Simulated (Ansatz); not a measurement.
`[SiH3]N([SiH3])[Si]Cl` + H₂O → `O[Si]Cl` + `[SiH3]N[SiH3]` at 298.15 K and 1 bar (formal hydrolysis of the Si–N bond).

Calculated with Ansatz (gas phase, PBE0-D4/def2-TZVP geometries, no zero-point term in ΔE). CBS: MP2 limit from def2 TZ/QZ plus the TZ coupled-cluster correction, frozen cores. This one scheme is used for every species. One conformer a species, not always the lowest.

```tsv
species	CCSD(T)/CBS energy (Eh)	H − E (kJ/mol)	S (J/(mol·K))
`[SiH3]N([SiH3])[Si]Cl`	-1385.41346	179.9	381.3
H₂O	-76.37941	66.4	188.7
`O[Si]Cl`	-824.69782	53.3	279.3
`[SiH3]N[SiH3]`	-637.10515	192.6	335.6
```

H − E and S are ideal-gas, rigid-rotor, harmonic terms from PBE0-D4/def2-TZVP, for one conformer and one mirror image of each species. 1 Eh = 2625.50 kJ/mol, R = 8.31446 J/(mol·K).

By hand: ΔE, ΔH, ΔS and ΔG.

ΔE = (-824.69782) + (-637.10515) − (-1385.41346) − (-76.37941) = -0.01010 Eh = -26.5 kJ/mol. Δ(H − E) = 53.3 + 192.6 − 179.9 − 66.4 = -0.4, so ΔH = -26.9 kJ/mol. ΔS = 279.3 + 335.6 − 381.3 − 188.7 = 44.9 J/(mol·K). ΔG = -26.9 − 298.15 × (44.9)/1000 = -40.3 kJ/mol.

By hand: the equilibrium constant, and the temperature at which ΔG would vanish if ΔH and ΔS stayed fixed.

log₁₀ K = −ΔG/(RT ln 10) = 7.1. ΔH and −TΔS have one sign here, so there is no such temperature.

TΔS isn't small against ΔH here. A doubt of 5 kJ/mol in ΔE shifts log₁₀ K by 0.9 here. Other conformers and mirror images would add mixing entropy, several J/(mol·K) or more a flexible species. Modes under 60 cm⁻¹, often nearly free rotors, make the harmonic entropy too high. These are equilibria of isolated gas molecules and say nothing of rates. Largest T1 diagnostic: 0.014 (customary marks: 0.02 for closed shells, 0.045 for open ones).
